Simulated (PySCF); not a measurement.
Input for PySCF: R-M06-2X/def2-TZVPPD on CH8O2Si (a complex).

```python
from pyscf import gto, dft

mol = gto.M(
    atom='''
    C    -0.06289605    0.09151950    0.18393658
    O    -0.99763197    0.34782817    1.23622151
    H    -0.10074025   -0.95065651   -0.14280775
    H     0.92528051    0.29589392    0.59031464
    H    -0.23885687    0.75136112   -0.66895246
    H    -1.88981927    0.16802778    0.92249143
    O    -0.05734226   -1.03124040    3.44645444
    Si    1.03718209   -0.23706595    4.37549558
    H    -0.47824978   -0.54037223    2.71678857
    H     2.12729348    0.35983270    3.55687809
    H     1.61961319   -1.23111543    5.30261129
    H     0.42422945    0.86211353    5.16544337
    ''',
    basis='def2-tzvppd',
    charge=0, spin=0, verbose=4, max_memory=1800)
mf = dft.RKS(mol, xc='m062x').density_fit(auxbasis='def2-universal-jkfit')
mf.grids.level = 4
mf.conv_tol = 1e-9
mf.max_cycle = 150
mf.kernel()
mf.dip_moment()
```

The log:

```
PySCF version 2.14.0

[INPUT] verbose = 4
[INPUT] num. atoms = 12
[INPUT] num. electrons = 44
[INPUT] charge = 0
[INPUT] spin (= nelec alpha-beta = 2S) = 0
[INPUT] symmetry False subgroup None
[INPUT] Mole.unit = angstrom
[INPUT] Symbol           X                Y                Z      unit          X                Y                Z       unit  Magmom
[INPUT]  1 C     -0.062896050000   0.091519500000   0.183936580000 AA   -0.118856308817   0.172946790057   0.347589760489 Bohr   0.0
[INPUT]  2 O     -0.997631970000   0.347828170000   1.236221510000 AA   -1.885251196410   0.657299979709   2.336120083196 Bohr   0.0
[INPUT]  3 H     -0.100740250000  -0.950656510000  -0.142807750000 AA   -0.190371482220  -1.796480442435  -0.269867535965 Bohr   0.0
[INPUT]  4 H      0.925280510000   0.295893920000   0.590314640000 AA    1.748526752298   0.559158470724   1.115532996921 Bohr   0.0
[INPUT]  5 H     -0.238856870000   0.751361120000  -0.668952460000 AA   -0.451374067271   1.419866737446  -1.264136939754 Bohr   0.0
[INPUT]  6 H     -1.889819270000   0.168027780000   0.922491430000 AA   -3.571240845225   0.317526485519   1.743256154958 Bohr   0.0
[INPUT]  7 O     -0.057342260000  -1.031240400000   3.446454440000 AA   -0.108361166764  -1.948761924587   6.512854992391 Bohr   0.0
[INPUT]  8 Si     1.037182090000  -0.237065950000   4.375495580000 AA    1.959990091404  -0.447989718960   8.268488305445 Bohr   0.0
[INPUT]  9 H     -0.478249780000  -0.540372230000   2.716788570000 AA   -0.903761103333  -1.021155520020   5.133986335649 Bohr   0.0
[INPUT] 10 H      2.127293480000   0.359832700000   3.556878090000 AA    4.020002063773   0.679985253663   6.721525448566 Bohr   0.0
[INPUT] 11 H      1.619613190000  -1.231115430000   5.302611290000 AA    3.060625356833  -2.326470990426  10.020483083127 Bohr   0.0
[INPUT] 12 H      0.424229450000   0.862113530000   5.165443370000 AA    0.801677474475   1.629158459982   9.761273281250 Bohr   0.0

nuclear repulsion = 172.148848229304
number of shells = 113
number of NR pGTOs = 383
number of NR cGTOs = 301
basis = def2-tzvppd
ecp = {}


******** <class 'pyscf.df.df_jk.DFRKS'> ********
method = DFRKS
initial guess = minao
damping factor = 0
level_shift factor = 0
DIIS = <class 'pyscf.scf.diis.CDIIS'>
diis_start_cycle = 1
diis_space = 8
diis_damp = 0
SCF conv_tol = 1e-09
SCF conv_tol_grad = None
SCF max_cycles = 150
direct_scf = False
XC library pyscf.dft.libxc version 7.1.2
    S. Lehtola, C. Steigemann, M. J. T. Oliveira, and M. A. L. Marques,  SoftwareX 7, 1–5 (2018)
XC functionals = m062x
    Y. Zhao and D. G. Truhlar,  Theor. Chem. Acc. 120, 215 (2008)
    Y. Zhao and D. G. Truhlar,  Theor. Chem. Acc. 120, 215 (2008)
radial grids:
    Treutler-Ahlrichs [JCP 102, 346 (1995); DOI:10.1063/1.469408] (M4) radial grids

becke partition: Becke, JCP 88, 2547 (1988); DOI:10.1063/1.454033
pruning grids: <function nwchem_prune>
grids dens level: 4
symmetrized grids: False
atomic radii adjust function: <function treutler_atomic_radii_adjust>
small_rho_cutoff = 0
Set gradient conv threshold to 3.16228e-05
Initial guess from minao.
tot grids = 239712
******** <class 'pyscf.df.df.DF'> ********
auxbasis = def2-universal-jkfit
init E= -482.825473727303
  HOMO = -0.362225858065201  LUMO = -0.0338817777632858  gap/eV = 8.93470
cycle= 1 E= -482.766427004127  delta_E= 0.059  |g|= 0.771  |ddm|= 2.31
  HOMO = -0.244250821107882  LUMO = -0.00114881311030912  gap/eV = 6.61514
cycle= 2 E= -482.718925565095  delta_E= 0.0475  |g|= 0.958  |ddm|= 1.06
  HOMO = -0.35586398477385  LUMO = -0.00482334191846322  gap/eV = 9.55230
cycle= 3 E= -482.873709968794  delta_E= -0.155  |g|= 0.0555  |ddm|= 0.509
  HOMO = -0.352993712468529  LUMO = -0.00262523655692114  gap/eV = 9.53401
cycle= 4 E= -482.874168166041  delta_E= -0.000458  |g|= 0.0276  |ddm|= 0.0502
  HOMO = -0.354730935803749  LUMO = -0.00245190575682488  gap/eV = 9.58600
cycle= 5 E= -482.874279374647  delta_E= -0.000111  |g|= 0.0102  |ddm|= 0.0191
  HOMO = -0.354583963042763  LUMO = -0.00262448319225274  gap/eV = 9.57731
cycle= 6 E= -482.874296874677  delta_E= -1.75e-05  |g|= 0.000965  |ddm|= 0.00629
  HOMO = -0.354544090743353  LUMO = -0.00260220060543707  gap/eV = 9.57683
cycle= 7 E= -482.874297116633  delta_E= -2.42e-07  |g|= 0.00036  |ddm|= 0.00138
  HOMO = -0.354542932087258  LUMO = -0.00259449081083933  gap/eV = 9.57700
cycle= 8 E= -482.874297147806  delta_E= -3.12e-08  |g|= 0.000101  |ddm|= 0.000364
  HOMO = -0.354544989164816  LUMO = -0.00259615810503354  gap/eV = 9.57702
cycle= 9 E= -482.874297150867  delta_E= -3.06e-09  |g|= 1.54e-05  |ddm|= 0.000125
  HOMO = -0.354544087312492  LUMO = -0.0025953500551468  gap/eV = 9.57701
cycle= 10 E= -482.874297150967  delta_E= -9.92e-11  |g|= 3.16e-06  |ddm|= 3.19e-05
  HOMO = -0.354544548197314  LUMO = -0.00259533622688401  gap/eV = 9.57703
Extra cycle  E= -482.87429715097  delta_E= -3.87e-12  |g|= 2.05e-06  |ddm|= 7.65e-06
converged SCF energy = -482.87429715097
Dipole moment(X, Y, Z, Debye): -1.01548,  0.75459, -3.26878
```

The run converged.

Cost: about 70 core-seconds (a rough figure).
